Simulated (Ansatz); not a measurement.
Ansatz (a first-principles code) input (B3LYP-D3(BJ)/def2-TZVP):

Ansatz 0.2 input:
```yaml
crystal:
  periodic: [false, false, false]
  atoms:
    - {symbol: Se, position_ang: [0.00065560, 0.02646256, -0.06067825]}
    - {symbol: H, position_ang: [-1.07638699, -0.86807534, 0.42835260]}
    - {symbol: H, position_ang: [1.06782330, -0.86656701, 0.45217774]}
    - {symbol: H, position_ang: [-0.01372686, 0.83491536, 1.18253017]}
basis:
  gaussian:
    orbitals: def2-TZVP
hamiltonian:
  xc: b3lyp
  dispersion: d3bj
total_charge: 1
phonons: {temperatures: {t_min: 298.15, t_max: 298.15, t_step: 100}}
```

Output:

```
Functional definition: B3LYP
integrals: 0.01 GiB planned
541 factors; their error is unknown
mean field: 0.14 GiB planned
mean field evaluation 1: about -65389.6574 eV, gradient 1.8e1 eV
mean field evaluation 2: about -65390.0184 eV, gradient 1.7e1 eV
mean field evaluation 4: about -65390.5371 eV, gradient 1.6e-1 eV
mean field evaluation 8: about -65390.8608 eV, gradient 3.2e-1 eV
mean field evaluation 16: about -65390.8609 eV, gradient 3.9e-5 eV
mean field -65390.86088413 eV, -2403.0698139743 hartree, gradient 3.9e-5 eV, S^2 0.000000; 0 other end points of the search recorded, 0 dependent functions left out
the calculation of the forces begins
reference -65390.86106026 eV, -2403.0698204470 hartree; 18, 18 occupied and 48, 48 virtual orbitals, 541 factors
these checks for a lower state are left out or cut short: stability, starts, cluster_reference, orbital_swaps, neighbouring_geometries, increment
integrals: 0.01 GiB planned
541 factors; their error is unknown
mean field: 0.14 GiB planned
mean field -65390.86081083 eV, -2403.0698112806 hartree, gradient 8.5e-7 eV, S^2 0.000000; 0 other end points of the search recorded, 0 dependent functions left out
the calculation of the forces begins
reference -65390.86098697 eV, -2403.0698177538 hartree; 18, 18 occupied and 48, 48 virtual orbitals, 541 factors
these checks for a lower state are left out or cut short: stability, starts, cluster_reference, orbital_swaps, neighbouring_geometries, increment
integrals: 0.01 GiB planned
541 factors; their error is unknown
mean field: 0.14 GiB planned
mean field evaluation 32: about -65390.8608 eV, gradient 8.5e-7 eV
mean field -65390.86081067 eV, -2403.0698112747 hartree, gradient 8.5e-7 eV, S^2 0.000000; 0 other end points of the search recorded, 0 dependent functions left out
the calculation of the forces begins
reference -65390.86098679 eV, -2403.0698177468 hartree; 18, 18 occupied and 48, 48 virtual orbitals, 541 factors
these checks for a lower state are left out or cut short: stability, starts, cluster_reference, orbital_swaps, neighbouring_geometries, increment
integrals: 0.01 GiB planned
541 factors; their error is unknown
mean field: 0.14 GiB planned
mean field -65390.86080925 eV, -2403.0698112224 hartree, gradient 8.5e-7 eV, S^2 0.000000; 0 other end points of the search recorded, 0 dependent functions left out
the calculation of the forces begins
reference -65390.86098536 eV, -2403.0698176945 hartree; 18, 18 occupied and 48, 48 virtual orbitals, 541 factors
these checks for a lower state are left out or cut short: stability, starts, cluster_reference, orbital_swaps, neighbouring_geometries, increment
integrals: 0.01 GiB planned
541 factors; their error is unknown
mean field: 0.14 GiB planned
mean field -65390.86081145 eV, -2403.0698113035 hartree, gradient 8.4e-7 eV, S^2 0.000000; 0 other end points of the search recorded, 0 dependent functions left out
the calculation of the forces begins
reference -65390.86098760 eV, -2403.0698177767 hartree; 18, 18 occupied and 48, 48 virtual orbitals, 541 factors
these checks for a lower state are left out or cut short: stability, starts, cluster_reference, orbital_swaps, neighbouring_geometries, increment
integrals: 0.01 GiB planned
541 factors; their error is unknown
mean field: 0.14 GiB planned
mean field -65390.86084260 eV, -2403.0698124480 hartree, gradient 8.4e-7 eV, S^2 0.000000; 0 other end points of the search recorded, 0 dependent functions left out
the calculation of the forces begins
reference -65390.86101871 eV, -2403.0698189200 hartree; 18, 18 occupied and 48, 48 virtual orbitals, 541 factors
these checks for a lower state are left out or cut short: stability, starts, cluster_reference, orbital_swaps, neighbouring_geometries, increment
integrals: 0.01 GiB planned
541 factors; their error is unknown
mean field: 0.14 GiB planned
mean field -65390.86085126 eV, -2403.0698127664 hartree, gradient 8.5e-7 eV, S^2 0.000000; 0 other end points of the search recorded, 0 dependent functions left out
the calculation of the forces begins
reference -65390.86102741 eV, -2403.0698192396 hartree; 18, 18 occupied and 48, 48 virtual orbitals, 541 factors
these checks for a lower state are left out or cut short: stability, starts, cluster_reference, orbital_swaps, neighbouring_geometries, increment
integrals: 0.01 GiB planned
541 factors; their error is unknown
mean field: 0.14 GiB planned
mean field evaluation 64: about -65390.8609 eV, gradient 5.4e-5 eV
mean field -65390.86085458 eV, -2403.0698128882 hartree, gradient 8.4e-7 eV, S^2 0.000000; 0 other end points of the search recorded, 0 dependent functions left out
the calculation of the forces begins
reference -65390.86103070 eV, -2403.0698193607 hartree; 18, 18 occupied and 48, 48 virtual orbitals, 541 factors
these checks for a lower state are left out or cut short: stability, starts, cluster_reference, orbital_swaps, neighbouring_geometries, increment
integrals: 0.01 GiB planned
541 factors; their error is unknown
mean field: 0.14 GiB planned
mean field -65390.86085882 eV, -2403.0698130442 hartree, gradient 8.5e-7 eV, S^2 0.000000; 0 other end points of the search recorded, 0 dependent functions left out
the calculation of the forces begins
reference -65390.86103495 eV, -2403.0698195170 hartree; 18, 18 occupied and 48, 48 virtual orbitals, 541 factors
these checks for a lower state are left out or cut short: stability, starts, cluster_reference, orbital_swaps, neighbouring_geometries, increment
integrals: 0.01 GiB planned
541 factors; their error is unknown
mean field: 0.14 GiB planned
mean field -65390.86087094 eV, -2403.0698134894 hartree, gradient 8.5e-7 eV, S^2 0.000000; 0 other end points of the search recorded, 0 dependent functions left out
the calculation of the forces begins
reference -65390.86104706 eV, -2403.0698199618 hartree; 18, 18 occupied and 48, 48 virtual orbitals, 541 factors
these checks for a lower state are left out or cut short: stability, starts, cluster_reference, orbital_swaps, neighbouring_geometries, increment
integrals: 0.01 GiB planned
541 factors; their error is unknown
mean field: 0.14 GiB planned
mean field -65390.86087430 eV, -2403.0698136129 hartree, gradient 8.4e-7 eV, S^2 0.000000; 0 other end points of the search recorded, 0 dependent functions left out
the calculation of the forces begins
reference -65390.86105043 eV, -2403.0698200859 hartree; 18, 18 occupied and 48, 48 virtual orbitals, 541 factors
these checks for a lower state are left out or cut short: stability, starts, cluster_reference, orbital_swaps, neighbouring_geometries, increment
integrals: 0.01 GiB planned
541 factors; their error is unknown
mean field: 0.14 GiB planned
mean field evaluation 96: about -65390.8608 eV, gradient 8.5e-7 eV
mean field -65390.86083251 eV, -2403.0698120772 hartree, gradient 8.5e-7 eV, S^2 0.000000; 0 other end points of the search recorded, 0 dependent functions left out
the calculation of the forces begins
reference -65390.86100864 eV, -2403.0698185501 hartree; 18, 18 occupied and 48, 48 virtual orbitals, 541 factors
these checks for a lower state are left out or cut short: stability, starts, cluster_reference, orbital_swaps, neighbouring_geometries, increment
integrals: 0.01 GiB planned
541 factors; their error is unknown
mean field: 0.14 GiB planned
mean field -65390.86082272 eV, -2403.0698117175 hartree, gradient 8.4e-7 eV, S^2 0.000000; 0 other end points of the search recorded, 0 dependent functions left out
the calculation of the forces begins
reference -65390.86099884 eV, -2403.0698181899 hartree; 18, 18 occupied and 48, 48 virtual orbitals, 541 factors
these checks for a lower state are left out or cut short: stability, starts, cluster_reference, orbital_swaps, neighbouring_geometries, increment
integrals: 0.01 GiB planned
541 factors; their error is unknown
mean field: 0.14 GiB planned
mean field -65390.86087545 eV, -2403.0698136554 hartree, gradient 8.5e-7 eV, S^2 0.000000; 0 other end points of the search recorded, 0 dependent functions left out
the calculation of the forces begins
reference -65390.86105159 eV, -2403.0698201284 hartree; 18, 18 occupied and 48, 48 virtual orbitals, 541 factors
these checks for a lower state are left out or cut short: stability, starts, cluster_reference, orbital_swaps, neighbouring_geometries, increment
integrals: 0.01 GiB planned
541 factors; their error is unknown
mean field: 0.14 GiB planned
mean field -65390.86087318 eV, -2403.0698135718 hartree, gradient 8.5e-7 eV, S^2 0.000000; 0 other end points of the search recorded, 0 dependent functions left out
the calculation of the forces begins
reference -65390.86104930 eV, -2403.0698200441 hartree; 18, 18 occupied and 48, 48 virtual orbitals, 541 factors
Total energy: -65390.93146790 eV, -2403.0724078799 hartree
Atom 0 at     0.000656     0.026463    -0.060678 Å, force    -0.000030    -0.000232     0.000567 eV/Å
Atom 1 at    -1.076387    -0.868075     0.428353 Å, force    -0.000470    -0.000202    -0.000322 eV/Å
Atom 2 at     1.067823    -0.866567     0.452178 Å, force     0.000468    -0.000169    -0.000279 eV/Å
Atom 3 at    -0.013727     0.834915     1.182530 Å, force     0.000032     0.000603     0.000034 eV/Å
Dipole moment:    -0.003091    -0.124755     0.286062 e Å
Vibrations: 961.13 1069.61 1069.62 2359.83 2365.32 2365.33 cm⁻¹, zero-point energy 0.631751 eV
```
